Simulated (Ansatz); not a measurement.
`CC(=N)C(C)=O` + `C[O][SnH2][NH2]` → `C[O][SnH]([CH3])[NH2]` + `CC(=N)C=O`  (formal exchange of groups at a C–C bond)

Program: Ansatz. Geometries: PBE0-D4/def2-TZVP. ΔE: electronic, gas phase. CBS: MP2 limit from def2 TZ/QZ plus the TZ coupled-cluster correction, frozen cores. Functionals use def2-TZVPP. def2 core potentials past Kr. For Sn outer-core shells are correlated without core-valence functions, which leaves a few kJ/mol of doubt a bond. One conformer a species, not always the lowest.

```tsv
level	ΔE (kcal/mol)	difference from CCSD(T)/CBS
PBE0-D4	2.1	2.1
ωB97X-V	2.2	2.2
ωB97M-V	1.9	1.9
r2SCAN	2.1	2.1
PBE0	1.9	1.9
MP2/def2-TZVPP	-0.5	-0.5
CCSD(T)/def2-TZVPP	0.4	0.4
MP2/def2-QZVPP	-0.7	-0.7
HF/CBS(def2)	3.3	3.3
CCSD/CBS(def2)	0.3	0.3
CCSD(T)/CBS	0.0	0
```

Largest T1 diagnostic among the species: 0.014.

From PBE to PBE0 (25 % exact exchange), in def2-TZVPP and without D4, ΔE moves by +0.8 kcal/mol. In def2-TZVPP, CCSD(T) changes the Hartree–Fock value by −2.9 kcal/mol (the triples alone add −0.3 kcal/mol) and MP2 by −3.7 kcal/mol.
